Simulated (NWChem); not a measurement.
# C$_{2}$H$_{2}$N$_{2}$O; SMILES n1cocn1

Give the equilibrium geometry at PBE0/def2-SVP (NWChem) as a Z-matrix, with the point group.

point group C2v; any orientation.
```
O
C 1 1.3447
N 2 1.2871 1 112.79
C 1 1.3447 2 102.13 3 0.00
N 4 1.2871 1 112.79 2 0.00
H 2 1.0876 3 128.66 5 180.00
H 4 1.0876 5 128.66 3 180.00
```
